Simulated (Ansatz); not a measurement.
Two structures of GePH$_{6}$, doublet, reached by relaxing down either side of one saddle point (PBE0-D4/def2-TZVP). Energies are electronic, without zero-point energy. Program: Ansatz 0.2.0. Basis: def2-TZVPP and def2-QZVPP. Cores are frozen in the correlated methods; orbitals are unrestricted. Filled d shells of the heavier atoms are correlated. The def2 sets are not built for correlating such inner shells, so the correlated values are less sure here. Extrapolation: Hartree–Fock as exp(−7.88 √X), correlation as X^−2.97. First:

H1  (-1.231, 1.279, 0.733)
P2  (-0.858, 2.271, -0.214)
Ge3  (0.355, -1.606, 0.369)
H4  (-1.068, 1.404, -1.318)
H5  (0.522, 1.947, -0.123)
H6  (0.492, -3.093, 0.746)
H7  (1.506, -0.776, 0.966)
H8  (0.281, -1.427, -1.158)
(Å)

Second:

```xyz
8
angstrom
H -0.9279 -0.6088 1.0203
P -0.8934 2.5339 -0.2848
Ge 0.2895 -1.2816 0.3715
H -1.0416 1.6686 -1.4060
H 0.4863 2.2020 -0.1644
H 0.3857 -2.7375 0.8474
H 1.5642 -0.5267 0.7712
H 0.1371 -1.2499 -1.1551
```

Which bonds change from the first to the second?

GeH₃ + PH₃ → GeH₄ + PH₂; bonds formed: H1–Ge3; bonds broken: H1–P2.

Give the saddle point's structure and its height above each. (Judge from chemistry; the value comes from the calculation.)

By the calculation: 26.7 kJ/mol above the first and 40.9 kJ/mol above the second (CCSD(T) at an estimated basis limit (MP2 extrapolated from triple and quadruple zeta, plus CCSD(T) − MP2 in triple zeta)).
H1  (-0.425, 0.406, 0.316)
P2  (-1.048, 1.882, 0.105)
Ge3  (0.466, -1.233, 0.274)
H4  (-1.348, 1.555, -1.246)
H5  (0.243, 2.370, -0.237)
H6  (-0.443, -2.312, 0.888)
H7  (1.763, -1.092, 1.091)
H8  (0.792, -1.576, -1.191)
(Å)

T1 diagnostic: at most 0.016. ⟨S²⟩ of the unrestricted Hartree–Fock references: 0.75 to 0.80 (a pure state has 0.75).

Radical steps of this kind take place in plasma deposition and etching.

For scale, one of the runs: CCSD(T)/def2-TZVPP, 174 basis functions, launched by `ansatz run in.yaml --threads 4 --pin off --events-out ev --progress --plain --max-ram 9574MiB`. The run took 110 s on 4 CPU threads of an Intel Xeon (shared host), with 3.7 GiB of host memory at its peak.
